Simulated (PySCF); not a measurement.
## Two-component Hartree-Fock for Ag⁺ (silver, charge +1)

Start: [Kr] 4d9 5s1; 4d3/2 filled at m_j = -3/2, -1/2, +1/2, +3/2; 4d5/2 filled at m_j = -3/2, -1/2, +1/2, +3/2, +5/2; 5s1/2 filled at m_j = +1/2. Calculated with PySCF 2.14 in x2c-TZVPall-2c: generalised Hartree-Fock with the X2C-1e Hamiltonian and a Gaussian nucleus; one run each with spin-orbit coupling (SO) switched off, then screened by Boettger's factors. This is a chosen level, not necessarily the ground level.

```json
{"spinor shell": "1s1/2", "electrons": "2", "ε, spin-free (eV)": "-25658.8", "ε, screened SO (eV)": "-25656.8", "weight of nominal j (screened SO)": "1.000", "rms radius, screened SO (bohr)": "0.0357"}
{"spinor shell": "2s1/2", "electrons": "2", "ε, spin-free (eV)": "-3875.4", "ε, screened SO (eV)": "-3874.8", "weight of nominal j (screened SO)": "1.000", "rms radius, screened SO (bohr)": "0.146"}
{"spinor shell": "2p1/2", "electrons": "2", "ε, spin-free (eV)": "-3470.5", "ε, screened SO (eV)": "-3591.9", "weight of nominal j (screened SO)": "1.000", "rms radius, screened SO (bohr)": "0.127"}
{"spinor shell": "2p3/2", "electrons": "4", "ε, spin-free (eV)": "-3470.5", "ε, screened SO (eV)": "-3414.4", "weight of nominal j (screened SO)": "1.000", "rms radius, screened SO (bohr)": "0.131"}
{"spinor shell": "3s1/2", "electrons": "2", "ε, spin-free (eV)": "-758.22", "ε, screened SO (eV)": "-758.05", "weight of nominal j (screened SO)": "1.000", "rms radius, screened SO (bohr)": "0.392"}
{"spinor shell": "3p1/2", "electrons": "2", "ε, spin-free (eV)": "-621.89", "ε, screened SO (eV)": "-644.07", "weight of nominal j (screened SO)": "1.000", "rms radius, screened SO (bohr)": "0.387"}
{"spinor shell": "3p3/2", "electrons": "4", "ε, spin-free (eV)": "-621.89", "ε, screened SO (eV)": "-611.56", "weight of nominal j (screened SO)": "1.000", "rms radius, screened SO (bohr)": "0.398"}
{"spinor shell": "3d3/2", "electrons": "4", "ε, spin-free (eV)": "-407.38", "ε, screened SO (eV)": "-411.29", "weight of nominal j (screened SO)": "0.999", "rms radius, screened SO (bohr)": "0.374"}
{"spinor shell": "3d5/2", "electrons": "6", "ε, spin-free (eV)": "-407.38", "ε, screened SO (eV)": "-404.60", "weight of nominal j (screened SO)": "0.999", "rms radius, screened SO (bohr)": "0.377"}
{"spinor shell": "4s1/2", "electrons": "2", "ε, spin-free (eV)": "-129.27", "ε, screened SO (eV)": "-129.22", "weight of nominal j (screened SO)": "1.000", "rms radius, screened SO (bohr)": "0.975"}
{"spinor shell": "4p1/2", "electrons": "2", "ε, spin-free (eV)": "-87.253", "ε, screened SO (eV)": "-91.705", "weight of nominal j (screened SO)": "0.986", "rms radius, screened SO (bohr)": "1.05"}
{"spinor shell": "4p3/2", "electrons": "4", "ε, spin-free (eV)": "-87.253", "ε, screened SO (eV)": "-85.134", "weight of nominal j (screened SO)": "0.993", "rms radius, screened SO (bohr)": "1.08"}
{"spinor shell": "4d3/2", "electrons": "4", "ε, spin-free (eV)": "-26.468", "ε, screened SO (eV)": "-27.133", "weight of nominal j (screened SO)": "0.890", "rms radius, screened SO (bohr)": "1.43"}
{"spinor shell": "4d5/2", "electrons": "5", "ε, spin-free (eV)": "-26.468", "ε, screened SO (eV)": "-25.952", "weight of nominal j (screened SO)": "0.912", "rms radius, screened SO (bohr)": "1.45"}
{"spinor shell": "5s1/2", "electrons": "1", "ε, spin-free (eV)": "-15.499", "ε, screened SO (eV)": "-15.499", "weight of nominal j (screened SO)": "0.999", "rms radius, screened SO (bohr)": "3.01"}
```

```json
{"quantity": "E (hartree)", "spin-free": "-5311.93493", "screened SO": "-5312.92613"}
{"quantity": "M_J", "spin-free": "3", "screened SO": "3"}
{"quantity": "⟨J²⟩", "spin-free": "12.006", "screened SO": "12.006"}
{"quantity": "⟨L²⟩", "spin-free": "6.005", "screened SO": "6.019"}
{"quantity": "⟨S²⟩", "spin-free": "2.001", "screened SO": "2.015"}
```

Each row is a mean over spinors that exchange with the open shell spreads, by up to 5.477 eV (4p3/2).

Rows whose weight is well below 1 are mixtures of j = l ± 1/2: exchange outweighs spin-orbit coupling there, and the label is only the starting occupation.

Breit and QED terms are absent; they matter most for the inner s and p1/2 levels.

Densities and radii are taken from the X2C orbitals without a picture-change correction, which distorts them close to the nucleus.

Without spin-orbit coupling the j labels of p, d and f shells carry no meaning; the spin-free column gives the mean over the occupied spinors of each nl shell.
